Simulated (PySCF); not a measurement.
Ligands exchanged one at a time, In Cl-NH2. All species are isolated molecules in the gas phase. One relaxed conformer stands for each flexible species; it need not be the lowest. Strings in code marks are SMILES.

The LUMO from two functionals at the same geometries (B3LYP-D3(BJ)/def2-TZVP), both in PySCF: PBE-D3(BJ)/def2-TZVP and B3LYP-D3(BJ)/def2-TZVP. B3LYP has the VWN-RPA correlation part, as in Gaussian. 

```tsv
species	B3LYP-D3(BJ)/def2-TZVP (eV)
0 of 3 Cl replaced by NH2	-3.38
1 of 3 Cl replaced by NH2 (`[NH2][In]([Cl])[Cl]`)	-2.55
2 of 3 Cl replaced by NH2 (`[NH2][In]([NH2])[Cl]`)	-1.71
3 of 3 Cl replaced by NH2 (`[NH2][In]([NH2])[NH2]`)	-1.07
```

Question: What does PBE-D3(BJ)/def2-TZVP give for each?

Answer: 
- 0 of 3 Cl replaced by NH2: -3.93
- 1 of 3 Cl replaced by NH2 (`[NH2][In]([Cl])[Cl]`): -3.11
- 2 of 3 Cl replaced by NH2 (`[NH2][In]([NH2])[Cl]`): -2.26
- 3 of 3 Cl replaced by NH2 (`[NH2][In]([NH2])[NH2]`): -1.59
Over these rows, drawn at random from the members with no instability flagged (it was tested for open shells, ions and some series alone), PBE minus B3LYP-D3(BJ): mean -0.55 eV, from -0.56 eV to -0.52 eV.
